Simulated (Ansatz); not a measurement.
Computed with Ansatz on PBE0-D4/def2-TZVP structures; ΔE is electronic, products minus reactants. CCSD(T)/CBS adds triple-zeta CCSD(T) − MP2 to the extrapolated MP2 energy (def2 sets, frozen cores). This one scheme is used for every species. Functionals use def2-TZVPP. Each species was taken in one conformer, which may not be the lowest.

Consider the substitution at a C–C bond: `CCC(=N)[SiH3]` + HCl → `N=C([SiH3])CCl` + CH₄.

```csv
level,ΔE (kJ/mol),difference from CCSD(T)/CBS
PBE-D4,6.0,-7.3
r2SCAN-D4,6.9,-6.4
PBE0-D4,10.7,-2.6
ωB97X-V,11.9,-1.4
PBE,4.5,-8.8
HF/def2-TZVPP,14.5,1.2
SCS-MP2/def2-TZVPP,13.3,0.0
CCSD/def2-TZVPP,17.6,4.3
MP2/def2-QZVPP,12.2,-1.1
MP2/CBS(def2),11.1,-2.2
CCSD(T)/CBS,13.3,0
```

Largest T1 diagnostic among the species: 0.012.

From PBE to PBE0 (25 % exact exchange), in def2-TZVPP and without D4, ΔE moves by +4.8 kJ/mol.
